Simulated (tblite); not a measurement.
Compound: C8H16N2.
Numbering: `[CH3:1]/[CH:2]=[N:3]/[N:4]=[C:5](/[CH3:6])[C:7]([CH3:8])([CH3:9])[CH3:10]` (hydrogens: H11, H12, H13 on C1; H14 on C2; H15, H16, H17 on C6; H18, H19, H20 on C8; H21, H22, H23 on C9; H24, H25, H26 on C10)

The geometry is computed with GFN2-xTB (gas phase).

**Question.** List the bond lengths, angles and torsions at this level.

**Answer.** 
```
                   bond  length (bohr)   order
                  C1–C2          2.815  single
                  C2=N3          2.390  double
                  N3–N4          2.428  single
                  N4=C5          2.387  double
                  C5–C6          2.841  single
                  C5–C7          2.887  single
   C7–C8, C7–C9, C7–C10          2.899  single
 C1–H11, C1–H12, C1–H13          2.057  single
                 C2–H14          2.067  single
 C6–H15, C6–H16, C6–H17          2.055  single
C8–H18 and 8 like bonds          2.056  single
```

Bonds in one row agree within 0.02 bohr and their mean is given. Orders are formal, as drawn. A selection of angles:
```
     angle  degrees
 C2–C1–H11    110.4
H11–C1–H12    107.7
H11–C1–H13    109.2
  C1–C2–N3    119.9
 C1–C2–H14    117.3
 N3–C2–H14    122.8
  C2–N3–N4    129.1
  N3–N4–C5    135.6
  N4–C5–C6    114.9
  N4–C5–C7    127.2
  C6–C5–C7    117.9
 C5–C6–H15    111.4
 C5–C6–H17    109.1
H15–C6–H16    108.3
H15–C6–H17    109.0
  C5–C7–C8    109.0
  C5–C7–C9    111.9
  C8–C7–C9    108.5
 C8–C7–C10    109.6
 C7–C8–H18    109.9
 C7–C8–H20    111.3
H18–C8–H19    108.4
H19–C8–H20    108.8
```

Torsions: C1–C2–N3–N4 169° (antiperiplanar); C2–N3–N4–C5 107° (anticlinal); N3–N4–C5–C6 168° (antiperiplanar); N4–C5–C7–C8 123° (anticlinal). The mirror-image conformer, all signs reversed, is as good.

Of the pairs four or more bonds apart, N3···C9 is among the closest relative to their van der Waals radii: 2.85 Å, 88 % of the sum of Bondi's values. N3 (C=N nitrogen) is bent (angle 129.1°). The 6 C–C bonds span 1.489 Å (C1–C2, drawn single) to 1.536 Å (C7–C10, drawn single), a spread of 0.047 Å.

Point group: C1 (no symmetry element, even within 0.4 Å). GFN2-xTB frequencies show an imaginary mode (34i cm⁻¹), so the point is no minimum at that level.

On Arm Neoverse V1, one thread, no GPU, shared host, this took 1.4 s of wall time. This is the geometry optimisation.
